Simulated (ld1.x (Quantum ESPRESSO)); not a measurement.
# What one change does to a pseudopotential (La (Z = 57), TM)

```json
{
  "Element": "lanthanum (La)",
  "Generator": "ld1.x (Quantum ESPRESSO) 7.5",
  "Type": "norm-conserving Troullier–Martins (Kleinman–Bylander form)",
  "Functional": "LDA (PZ)",
  "Relativity": "scalar-relativistic",
  "Frozen core": "[Xe]",
  "Valence charge": "3",
  "Reference configuration": "4f0 5d1 6s1 6p0 (charge +1)",
  "Partial waves": "6s (bound): rc 3.90 bohr; 6p (bound, empty): rc 3.35 bohr; 5d (bound): rc 3.10 bohr; 4f (bound, empty): rc 1.30 bohr",
  "Local potential": "all-electron potential smoothed inside 3.15 bohr (lloc = -2)",
  "Core correction": "none"
}
```

All-electron outer shells of the reference configuration (LDA (PZ), scalar-relativistic, ld1.x):

```json
{"shell": "5s", "level (eV)": "-44.96", "outermost node (bohr)": "0.77", "outermost maximum (bohr)": "1.41"}
{"shell": "5p", "level (eV)": "-28.34", "outermost node (bohr)": "0.83", "outermost maximum (bohr)": "1.58"}
{"shell": "4f", "level (eV)": "-10.48", "outermost node (bohr)": "–", "outermost maximum (bohr)": "0.75"}
{"shell": "5d", "level (eV)": "-8.69", "outermost node (bohr)": "0.95", "outermost maximum (bohr)": "2.19"}
{"shell": "6s", "level (eV)": "-8.60", "outermost node (bohr)": "1.85", "outermost maximum (bohr)": "3.56"}
{"shell": "6p", "level (eV)": "-5.56", "outermost node (bohr)": "2.17", "outermost maximum (bohr)": "4.40"}
```

Change: core correction a·sin(br)/r model core inside 0.80 bohr.

Cutoffs: the cutoffs (Ry, on a coarse ladder) from which the occupation-weighted sum of valence levels, in a spherical-Bessel basis at the reference potential, stays within 10 and 1 mRy of its value at 400 Ry; they do not see the model core or the augmentation charge, which bear on the density cutoff. Errors are all-electron minus pseudo energies relative to the spin-unpolarised reference configuration.

Problem. Predict the effect on cutoff, ghosts and configuration errors.

Solution. The potential gets neither clearly harder nor softer (10 Ry and 15 Ry → 10 Ry and 15 Ry); both files keep a bound ghost (s); of the 8 tests that both files solve, the error grows in 1 and shrinks in 7 by more than 15 % and 0.3 meV (median size 66.3 → 5.9 meV). A model core, the more so a compact one, raises the density cutoff, which this test does not measure.

```tsv
quantity	base	changed
cutoff, loose	10 Ry	10 Ry
cutoff, tight	15 Ry	15 Ry
bound ghosts	s	s
tests counted (converged, no solver errors)	8 of 9	8 of 9
error for 4f0 5d1 6s2 6p0, meV [ΔE -6.16 eV]	+30	+4.3
error for 4f0 5d1 6s0 6p0, meV [ΔE 11.15 eV]	+73	-19
error for 4f0 5d1 6s1.5 6p0, meV [ΔE -3.68 eV]	+9.9	+1.2
error for 4f0 5d0 6s2 6p0, meV [ΔE 0.36 eV]	+180	-65
error for 4f0 5d1 6s0 6p1, meV [ΔE 3.06 eV]	+25	-2.8
error for 4f0 5d2 6s0 6p0, meV [ΔE 0.15 eV]	+59	-78
error for 4f0 5d1 6s1 6p0 (spin-polarised), meV [ΔE -0.43 eV]	+423	+7.4
error for 4f0 5d1 6s2 6p0 (spin-polarised), meV [ΔE -6.26 eV]	+210	+4.2
s: phases at 4.27 bohr within 0.05 rad from the reference energy up to (Ry; the scan ends near 5)	-0.3	-0.3
p: phases at 4.27 bohr within 0.05 rad from the reference energy up to (Ry; the scan ends near 5)	-0.2	-0.2
d: phases at 4.27 bohr within 0.05 rad from the reference energy up to (Ry; the scan ends near 5)	0.4	0.4
f: phases at 4.27 bohr within 0.05 rad from the reference energy up to (Ry; the scan ends near 5)	n/a	n/a
```

Base: The cutoffs count occupied waves only; the empty 4f level needs 160 Ry at the loose tolerance. Tests not counted: 4f1 5d1 6s0 6p0 (solver errors, printed error +1.7 eV). Changed file: The cutoffs count occupied waves only; the empty 4f level needs 160 Ry at the loose tolerance. Tests not counted: 4f1 5d1 6s0 6p0 (solver errors, printed error -27.3 eV). A true bound ghost makes a file unfit for plane-wave use even where its test errors are small: the radial tests pick states by their node count and pass the ghost by. Where a test does run into it, the solver fails or the error is huge.
